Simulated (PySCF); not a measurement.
ScF₂, SMILES [F][Sc+][F], charge +1. The structure is a stationary point at PBE0-D3(BJ)/def2-TZVP. The multiplicity is an assumed one; other spin states were not compared. The isomer is the one that the SMILES or the coordinates give; other isomers of the formula were not compared.

These are PBE0-D3(BJ)/def2-TZVP (PySCF) values and carry that method's errors.

Harmonic wavenumbers (cm⁻¹): 178, 800, 824. Rotational constants (GHz): 27.03, 6.110, 4.983; symmetry number 2.

Work out the zero-point energy and the ideal-gas rigid-rotor harmonic-oscillator thermochemistry at 298.15 K and 1 atm.

ZPE = ½ Σ hcν = ½ × 1801 cm⁻¹ = 10.77 kJ/mol. H − E(el) = 22.65 kJ/mol. Entropy in J/(mol K): translation 163.85, rotation 92.49, vibration 11.50, total 267.84. G − E(el) = -57.21 kJ/mol. Cp = 46.37 J/(mol K).
